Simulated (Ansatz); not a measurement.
`C[Se]P` + H₂Te → `P[TeH]` + `C[SeH]` at 700 K and 1 bar (ligand exchange at a P–Se bond).

Computed with Ansatz on PBE0-D4/def2-TZVP structures; ΔE is electronic, products minus reactants. CCSD(T)/CBS adds triple-zeta CCSD(T) − MP2 to the extrapolated MP2 energy (def2 sets, frozen cores). def2 core potentials past Kr. For Se, Te outer-core shells are correlated without core-valence functions, which leaves a few kJ/mol of doubt a bond. Scalar relativity is left out up to krypton. One conformer a species, not always the lowest.

```
 species  CCSD(T)/CBS energy (Eh)  H − E (kJ/mol)  S (J/(mol·K))
`C[Se]P`              -2782.70431           204.7          409.8
    H₂Te               -268.91024            57.2          261.6
`P[TeH]`               -610.46278           106.3          350.1
`C[SeH]`              -2441.15625           157.6          325.3
```

H − E and S are ideal-gas, rigid-rotor, harmonic terms from PBE0-D4/def2-TZVP, for one conformer and one mirror image of each species. 1 Eh = 2625.50 kJ/mol, R = 8.31446 J/(mol·K).

Problem. By hand: ΔE, ΔH, ΔS and ΔG.

Solution. ΔE = (-610.46278) + (-2441.15625) − (-2782.70431) − (-268.91024) = -0.00448 Eh = -11.8 kJ/mol. Δ(H − E) = 106.3 + 157.6 − 204.7 − 57.2 = 2.0, so ΔH = -9.8 kJ/mol. ΔS = 350.1 + 325.3 − 409.8 − 261.6 = 4.0 J/(mol·K). ΔG = -9.8 − 700 × (4.0)/1000 = -12.6 kJ/mol.

Problem. By hand: the equilibrium constant, and the temperature at which ΔG would vanish if ΔH and ΔS stayed fixed.

Solution. log₁₀ K = −ΔG/(RT ln 10) = 0.9. ΔH and −TΔS have one sign here, so there is no such temperature.

The number of gas molecules stays the same, so ΔS is small and ΔH decides. A doubt of 5 kJ/mol in ΔE shifts log₁₀ K by 0.4 here. Other conformers and mirror images would add mixing entropy, several J/(mol·K) or more a flexible species. These are equilibria of isolated gas molecules and say nothing of rates. Largest T1 diagnostic: 0.011 (customary marks: 0.02 for closed shells, 0.045 for open ones).

ΔS is within the doubt of such terms, so its sign, and with it that verdict, could turn.
